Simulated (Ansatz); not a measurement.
H2OSi, SMILES `O[SiH]` (H–O–Si–H torsion 0°) (charge 0, multiplicity 1).

Level of theory: Ansatz (an electronic-structure program) with frozen-core CCSD(T)/cc-pVQZ // PBE0-D3(BJ)/def2-TZVP.

Ansatz 0.2 input:
```yaml
crystal:
  periodic: [false, false, false]
  atoms:
    - { symbol: O, position_ang: [-0.901319, 0.349077, -0.009517] }
    - { symbol: Si, position_ang: [0.681378, 0.824606, -0.006994] }
    - { symbol: H, position_ang: [-1.102617, -0.589528, 0.001918] }
    - { symbol: H, position_ang: [1.322559, -0.584154, 0.014593] }
basis:
  gaussian: { orbitals: cc-pVQZ }
correlation:
  method: ccsd_t
```

Output:

```
Functional definition: HF
1037 factors; integrals over basis functions are off by at most 1.0e-3 eV
mean field evaluation 1: about -9929.9643 eV, gradient 3.5e1 eV
mean field evaluation 2: about -9929.9661 eV, gradient 3.5e1 eV
mean field evaluation 4: about -9932.2486 eV, gradient 2.2e0 eV
mean field evaluation 8: about -9932.2724 eV, gradient 1.1e-1 eV
mean field evaluation 16: about -9931.1890 eV, gradient 2.6e1 eV
mean field -9932.27256162 eV, -365.0042843035 hartree, gradient 2.0e-6 eV, S^2 0.000000; 0 other end points of the search recorded, 0 dependent functions left out; unrestricted orbitals would lower it
6 core orbitals not correlated
reference -9932.27256162 eV, -365.0042843035 hartree; 6, 6 occupied and 162, 162 virtual orbitals, 1037 factors
second order -10.20687856 eV of doubles, -0.00000000 eV of singles
cycle   1  -10.26932255 eV  change   -6.2e-2 eV  update   8.2e-2
cycle   2  -10.56928200 eV  change   -3.0e-1 eV  update   3.0e-2
cycle   3  -10.65548238 eV  change   -8.6e-2 eV  update   1.7e-2
cycle   4  -10.64067353 eV  change    1.5e-2 eV  update   4.3e-3
cycle   5  -10.64073955 eV  change   -6.6e-5 eV  update   1.9e-3
cycle   6  -10.64130645 eV  change   -5.7e-4 eV  update   5.4e-4
cycle   7  -10.64096336 eV  change    3.4e-4 eV  update   2.3e-4
cycle   8  -10.64097813 eV  change   -1.5e-5 eV  update   7.4e-5
cycle   9  -10.64101030 eV  change   -3.2e-5 eV  update   2.5e-5
cycle  10  -10.64100057 eV  change    9.7e-6 eV  update   9.1e-6
perturbative correction -0.40911918 eV, -0.0150348527 hartree
Total energy: -9943.32268138 eV, -365.4103687145 hartree
```
